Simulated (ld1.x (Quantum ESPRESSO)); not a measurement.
## Logarithmic derivatives: Ti (Z = 22), PAW

| Item | Value |
| --- | --- |
| Element | Ti (Z = 22) |
| Generator | ld1.x (Quantum ESPRESSO) 7.5 |
| Type | PAW |
| Functional | PBE |
| Relativity | fully relativistic |
| Frozen core | [Ar] |
| Valence charge | 4 |
| Reference configuration | 3d2 4s0 4p0 (charge +2) |
| Partial waves | 4s (bound, empty): rcut 1.70, rcutus 1.95 bohr; 4s channel at 0.65 Ry: rcut 1.70, rcutus 1.95 bohr; 4p (bound, empty): rcut 2.30, rcutus 2.95 bohr; 4p channel at 0.75 Ry: rcut 2.30, rcutus 2.95 bohr; 3d (bound): rcut 2.10, rcutus 2.65 bohr; 3d channel at -0.55 Ry: rcut 2.10, rcutus 2.65 bohr |
| Local potential | all-electron potential smoothed inside 1.85 bohr (lloc = -2) |
| Core correction | Bessel-smoothed model core, default radius (core density twice the valence density) |
| Augmentation charge | PSQ, inside the norm-conserving radii |

Open shells are filled in proportion to 2j + 1 (rel_dist='average').

The phase is arctan(r·u′/u) with u = r·R(r), unwrapped; energies in Ry, scanned from -3 to 5 Ry. A pole is an energy at which the radial function vanishes at the test radius. The pseudo phase is shifted by a multiple of π to meet the all-electron one at the reference energy, and phase errors are pseudo minus all-electron; the curves can meet again beyond the range given. Levels narrower than the energy grid can be missing from the lists of poles.

For each channel, where are the poles, and over which energies does the pseudopotential scatter like the atom?

| channel | radius (bohr) | reference energy (Ry) | poles, all-electron | poles, pseudo | unbroken range about the reference energy with phases within 0.05 rad | phase error 1 Ry above the reference energy (rad) |
| --- | --- | --- | --- | --- | --- | --- |
| s | 3.21 | -1.24 | -0.22 | -0.22, 4.74 | below 1.8 | -0.001 |
| p1/2 | 3.21 | -0.92 | 0.49 | 0.48, 3.83 | below 2.2 | -0.000 |
| p3/2 | 3.21 | -0.91 | 0.51 | 0.51, 3.77 | below 2.2 | -0.000 |
| d3/2 | 3.21 | -1.45 | -1.36, 1.73 | -1.36, 1.69 | below 3.8 | -0.000 |
| d5/2 | 3.21 | -1.45 | -1.35, 1.73 | -1.35, 1.70 | below 3.8 | -0.000 |

The ghost test of this file was not conclusive.

Phases in the s channel:

```json
{"E (Ry)": "-3.00", "all-electron": "1.301", "pseudo": "1.300"}
{"E (Ry)": "-2.76", "all-electron": "1.272", "pseudo": "1.271"}
{"E (Ry)": "-2.52", "all-electron": "1.232", "pseudo": "1.231"}
{"E (Ry)": "-2.28", "all-electron": "1.173", "pseudo": "1.172"}
{"E (Ry)": "-2.04", "all-electron": "1.076", "pseudo": "1.075"}
{"E (Ry)": "-1.80", "all-electron": "0.887", "pseudo": "0.886"}
{"E (Ry)": "-1.56", "all-electron": "0.424", "pseudo": "0.423"}
{"E (Ry)": "-1.32", "all-electron": "-0.516", "pseudo": "-0.516"}
{"E (Ry)": "-1.08", "all-electron": "-1.112", "pseudo": "-1.112"}
{"E (Ry)": "-0.84", "all-electron": "-1.348", "pseudo": "-1.349"}
{"E (Ry)": "-0.60", "all-electron": "-1.466", "pseudo": "-1.466"}
{"E (Ry)": "-0.36", "all-electron": "-1.538", "pseudo": "-1.538"}
{"E (Ry)": "-0.12", "all-electron": "-1.590", "pseudo": "-1.591"}
{"E (Ry)": "0.12", "all-electron": "-1.632", "pseudo": "-1.633"}
{"E (Ry)": "0.36", "all-electron": "-1.671", "pseudo": "-1.671"}
{"E (Ry)": "0.60", "all-electron": "-1.709", "pseudo": "-1.709"}
{"E (Ry)": "0.84", "all-electron": "-1.752", "pseudo": "-1.752"}
{"E (Ry)": "1.08", "all-electron": "-1.804", "pseudo": "-1.805"}
{"E (Ry)": "1.32", "all-electron": "-1.874", "pseudo": "-1.879"}
{"E (Ry)": "1.56", "all-electron": "-1.982", "pseudo": "-1.997"}
{"E (Ry)": "1.80", "all-electron": "-2.176", "pseudo": "-2.229"}
{"E (Ry)": "2.04", "all-electron": "-2.593", "pseudo": "-2.787"}
{"E (Ry)": "2.28", "all-electron": "-3.377", "pseudo": "-3.688"}
{"E (Ry)": "2.52", "all-electron": "-3.992", "pseudo": "-4.178"}
{"E (Ry)": "2.76", "all-electron": "-4.271", "pseudo": "-4.383"}
{"E (Ry)": "3.00", "all-electron": "-4.411", "pseudo": "-4.489"}
{"E (Ry)": "3.24", "all-electron": "-4.493", "pseudo": "-4.553"}
{"E (Ry)": "3.48", "all-electron": "-4.547", "pseudo": "-4.597"}
{"E (Ry)": "3.72", "all-electron": "-4.586", "pseudo": "-4.630"}
{"E (Ry)": "3.96", "all-electron": "-4.616", "pseudo": "-4.655"}
{"E (Ry)": "4.20", "all-electron": "-4.640", "pseudo": "-4.676"}
{"E (Ry)": "4.44", "all-electron": "-4.660", "pseudo": "-4.693"}
{"E (Ry)": "4.68", "all-electron": "-4.677", "pseudo": "-4.709"}
{"E (Ry)": "4.92", "all-electron": "-4.693", "pseudo": "-4.723"}
```
